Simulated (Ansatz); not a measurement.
Start from `FC(F)(F)O[SiH](Cl)Cl` and change one atom or group to get `FC(F)OC(F)(F)F`.

Ansatz, PBE0-D4/def2-TZVP geometries, multiplicity 1. Each molecule was computed in one conformer, which needn't be the lowest.

| property | `FC(F)(F)O[SiH](Cl)Cl` |
| --- | --- |
| HOMO–LUMO gap (PBE0/def2-TZVPP) / eV | 9.87 |
| size of the dipole moment (ωB97M-V/def2-TZVPP) / D | 1.31 |
| HOMO–LUMO gap (B3LYP/def2-TZVPP) / eV | 9.35 |
| size of the dipole moment (B3LYP/def2-TZVPP) / D | 1.33 |
| LUMO energy (ωB97M-V/def2-TZVPP) / eV | 2.03 |
| HOMO energy (B3LYP/def2-TZVPP) / eV | -9.49 |

Question: Give the same properties after the change, and the shifts. (Estimate.)

Answer: Computed: 
| property | `FC(F)OC(F)(F)F` | shift |
| --- | --- | --- |
| HOMO–LUMO gap (PBE0/def2-TZVPP) / eV | 12.63 | 2.76 |
| size of the dipole moment (ωB97M-V/def2-TZVPP) / D | 1.70 | 0.39 |
| HOMO–LUMO gap (B3LYP/def2-TZVPP) / eV | 11.92 | 2.57 |
| size of the dipole moment (B3LYP/def2-TZVPP) / D | 1.71 | 0.38 |
| LUMO energy (ωB97M-V/def2-TZVPP) / eV | 3.22 | 1.19 |
| HOMO energy (B3LYP/def2-TZVPP) / eV | -10.62 | -1.13 |

With PBE0 the HOMO falls by 1.11 eV and the LUMO rises by 1.65 eV, so the gap widens by about 2.76 eV. PBE moves the HOMO by -0.57 eV and ωB97M-V by -1.33 eV. Dipoles are sizes alone; their direction can turn.

B3LYP here is the variant with VWN-RPA as its local correlation; programs differ in this.
